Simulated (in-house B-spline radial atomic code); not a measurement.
A fraction x of an electron is moved 4p → 4f in Ag⁵⁺, starting from [Kr] 4d6 and keeping the highest spin. Level of theory: scalar-relativistic (X2C) B3LYP, spin-polarised, spherical fractional occupations, Fermi nucleus of rms radius 4.5454 fm; calculated with a radial B-spline atomic code at the basis-set limit.

Caution: exact exchange at fractional occupations of open shells leaves self-interaction of up to several eV.

| x | E(x) - E(0) (eV) | 4p down level (eV) | 4f up level (eV) |
| --- | --- | --- | --- |
| 0 | 0.0000 | -132.960 | - |
| 0.125 | 12.9195 | -133.489 | -30.083 |
| 0.25 | 25.8503 | -133.985 | -30.503 |
| 0.375 | 38.7888 | -134.449 | -30.919 |
| 0.5 | ? | ? | ? |
| 0.625 | ? | ? | ? |
| 0.75 | 77.6209 | -135.660 | -32.118 |
| 0.875 | 90.5616 | -136.007 | -32.502 |
| 1 | 103.4964 | -136.328 | -32.879 |

What belongs in the row x = 0.5?

An energy change of 51.7319 eV; 4p down at -134.882 eV, 4f up at -31.326 eV.

What belongs in the row x = 0.625?

An energy change of 64.6769 eV; 4p down at -135.286 eV, 4f up at -31.726 eV.

Check Janak's theorem between x = 0.125 and 0.25.

The slope of the energy is 103.45 eV; the orbital levels give 103.44 eV (ε of the receiving orbital less ε of the emptying one, averaged over the two points).
